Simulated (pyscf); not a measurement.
Single points on ωB97X-D3(BJ)/def2-SVP structures (PySCF, gas phase). MP2 and CC: frozen core, UHF for open shells. ΔMP2 is the change of the MP2 total energy from the triple- to the quadruple-zeta basis.

Q: Estimate by transition-state theory (the high-pressure limit) the rate constant of `[AsH3]` + `[InH]` [singlet] -> `[AsH2][InH2]` (singlet surface; As–H broken, As–In, H–In formed) at 600 K, with CCSD(T)/def2-TZVPP + ΔMP2(QZVPP) energies (ideal gas, 1 atm, RRHO with modes under 100 cm⁻¹ raised to 100, one conformer, R ln 2 for rigid chiral ones; no tunnelling).

A: The electronic barrier is 34.9 kcal/mol and the thermal terms add +16.3, so ΔG‡ = 51.2 kcal/mol. With k_BT/h = 1.25e+13 s⁻¹ and RT = 1.192 kcal/mol, and a volume of 8.18e-20 cm³ per molecule at 1 atm, k = 2.2e-25 cm³ molecule⁻¹ s⁻¹. The product is born with the 51 kcal/mol of the reverse barrier and needs collisions to keep. Wigner's tunnelling factor for 745i cm⁻¹ would be 1.13. A shift of 1 kcal/mol in the barrier changes k by a factor 2.3. On the reactant side the descent ends in an adduct with a As–In contact (not fully relaxed), 7.3 kcal/mol under the separated species and 39.2 kcal/mol under the saddle at ωB97X-D3(BJ)/def2-TZVP. What is counted as formed (As–In) is already present as a longer contact in the reactant adduct; forming that adduct is a step of its own. At ωB97X-D3(BJ) the barrier from the zero used here is 31.9 kcal/mol. This is the saddle that the search found; another between the same sides may lie lower. The CCSD(T) − MP2 part came from Ansatz, without density fitting, on the same reference. The frozen core leaves the outer d or s,p core shells of the metals and heavy elements correlated in the MP2 and CC values, and def2-TZVPP describes them poorly, which can shift differences by a few kcal/mol. Elements up to Kr have no core potential and no relativistic terms here. Elements past Kr carry the def2 core potentials, without spin-orbit coupling.
